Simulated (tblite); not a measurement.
Species: C3H12N2SSi2.
Z-matrix (Å and degrees, GFN2-xTB geometry), rows numbered from 1:
```
C 
S   1  1.8152
Si  2  2.1713  1   98.60
N   3  1.7195  2  112.97  1   -60.06
C   4  1.4542  3  121.70  2  -117.33
C   5  1.5254  4  111.16  3   -29.00
Si  6  1.9086  5  108.14  4    42.89
N   7  1.7240  3  110.39  2  -117.01
H   1  1.0857  2  109.69  3   -50.46
H   1  1.0847  2  107.19  3  -169.92
H   1  1.0860  2  109.56  3    70.87
H   3  1.4712  2  102.08  1    53.52
H   4  1.0077  3  123.31  2    43.45
H   5  1.0967  4  108.32  3  -150.28
H   5  1.1003  4  110.54  3    92.33
H   6  1.0905  5  109.00  4   -74.85
H   6  1.0886  5  108.95  4   168.42
H   7  1.4766  3  119.79  2    21.88
H   8  1.0079  7  118.38  3  -153.25
H   8  1.0070  7  118.45  3    70.93
```

Computed with GFN2-xTB (tblite): harmonic, unscaled wavenumbers at the GFN2-xTB geometry, gas phase. The method is semi-empirical: single wavenumbers can be off by several per cent or more. Modes of hydrogen on silicon can be 10 to 20 % off. One conformer, not necessarily the lowest.

Harmonic wavenumbers (cm⁻¹): 31.7, 54.3, 81.3, 116.0, 127.6, 147.0, 174.9, 200.8, 217.6, 243.2, 275.2, 363.9, 428.8, 493.2, 533.5, 558.3, 568.8, 627.3, 672.7, 687.4, 717.9, 729.6, 772.4, 806.0, 830.3, 902.6, 946.2, 955.7, 966.3, 997.0, 1129.1, 1158.4, 1177.1, 1275.3, 1287.1, 1322.2, 1373.2, 1458.7, 1465.9, 1474.2, 1507.6, 1524.7, 2114.6, 2152.8, 2847.9, 2909.9, 2982.8, 3001.3, 3021.7, 3025.8, 3056.3, 3452.4, 3464.2, 3501.2.

A = 1982, B = 769.9, C = 615.2 MHz; mass 164.026 u (most abundant isotopes); point group C1, symmetry number 1.

Q: What is the zero-point energy?

A: ½Σν̃ = 33456 cm⁻¹ = 400.22 kJ/mol.

Q: Give the ideal-gas entropy at 500 K and 1 bar in the rigid-rotor, harmonic-oscillator model (classical rotation).

A: Translation 183.21, rotation 132.87, vibration 270.99: S = 587.1 J/(mol K).

Q: And Cp and H(500 K) − H(0)?

A: Cp = 269.99 J/(mol K), of which vibrations give 236.73 (their classical limit is 54 R = 449.0); H(500 K) − H(0) = 82.85 kJ/mol without the zero-point energy, 66.22 from vibrations.

Q: How do the functions run with temperature in this model?

A: 
```
 T (K)  S (J/(mol K))  Cp (J/(mol K))  H − H(0) (kJ/mol)  G − H(0) (kJ/mol)  ln q(vib)
    50          260.9            65.4               2.34             -10.70       0.94
   100          316.8            97.7               6.47             -25.21       2.75
298.15          467.5           193.9              35.51            -103.88       9.96
373.15          514.6           225.8              51.28            -140.73      12.51
   750          708.8           330.0             158.42            -373.20      24.21
  1000          809.5           369.4             246.15            -563.35      30.97
```

q(vib) and H(0) count from the zero-point level.

Q: What must be added to the electronic energy to get the Gibbs energy at 500 K and 1 bar?

A: ZPE + [H(500 K) − H(0)] − T·S = 400.22 + 82.85 − 293.54 = 189.53 kJ/mol.

Q: Which modes carry the vibrational entropy at 500 K?

A: 31.7 cm⁻¹: 28.23; 54.3 cm⁻¹: 23.76; 81.3 cm⁻¹: 20.41; 116.0 cm⁻¹: 17.48; 127.6 cm⁻¹: 16.69; 147.0 cm⁻¹: 15.53 J/(mol K); the other 48 give 148.90 together.

Hindered rotation and anharmonicity are outside this model. Other conformers, if any are populated, would add a mixing term that is left out. The structure is chiral; the term R ln 2 for an equal mix with its mirror image is left out.
